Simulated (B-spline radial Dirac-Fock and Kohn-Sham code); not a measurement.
# Two-hole binding energies of Ag¹⁸⁺

System: Ag¹⁸⁺, [Ar] 3d10 4s1.

Input file task.json (cfg lists n, l and occupation; rrms is the nuclear radius in fm):

```json
{"items": [{
  "Z": 47,
  "q": 18,
  "cfg": [[1, 0, 2], [2, 0, 2], [2, 1, 6], [3, 0, 2], [3, 1, 6], [3, 2, 10], [4, 0, 1]],
  "A": 107,
  "rrms": 4.5454,
  "do": ["binding", "quiet", "double"]
}]}
```

Launch: `python xray_run.py task.json out`

Method: Dirac-Fock (average of configuration) total-energy differences with a finite nucleus, the Breit interaction including its frequency dependence, and self-energy and vacuum-polarisation corrections. Computed with a radial atomic solver. U is the two-hole binding energy less the two single-hole energies, the effective repulsion of the holes after relaxation. Each two-hole energy is an average over J within one jj subconfiguration.

```
          holes  E(a) (eV)  E(b) (eV)  E(ab) (eV)  U (eV)
   1s⁻¹ 2p3/2⁻¹    26030.9     3858.8     30109.5   219.8
   2s⁻¹ 2p3/2⁻¹     4317.5     3858.8      8311.6   135.4
2p1/2⁻¹ 2p3/2⁻¹     4032.2     3858.8      8051.6   160.7
        2p3/2⁻²     3858.8     3858.8      7878.4   160.9
   2s⁻¹ 3p1/2⁻¹     4317.5     1084.1      5476.1    74.5
   2s⁻¹ 3p3/2⁻¹     4317.5     1051.8      5442.3    73.0
   2s⁻¹ 3d5/2⁻¹     4317.5      847.6      5242.0    76.9
2p3/2⁻¹ 3p1/2⁻¹     3858.8     1084.1      5019.2    76.3
2p1/2⁻¹ 3d3/2⁻¹     4032.2      853.9      4962.3    76.3
2p1/2⁻¹ 3d5/2⁻¹     4032.2      847.6      4958.2    78.4
2p3/2⁻¹ 3d3/2⁻¹     3858.8      853.9      4791.4    78.7
2p3/2⁻¹ 3d5/2⁻¹     3858.8      847.6      4782.9    76.5
3p1/2⁻¹ 3p3/2⁻¹     1084.1     1051.8      2194.4    58.6
        3p3/2⁻²     1051.8     1051.8           ?       ?
```

Q: Give the missing two-hole energy and U.

A: E(ab) = 2162.6 eV and U = 59.1 eV.
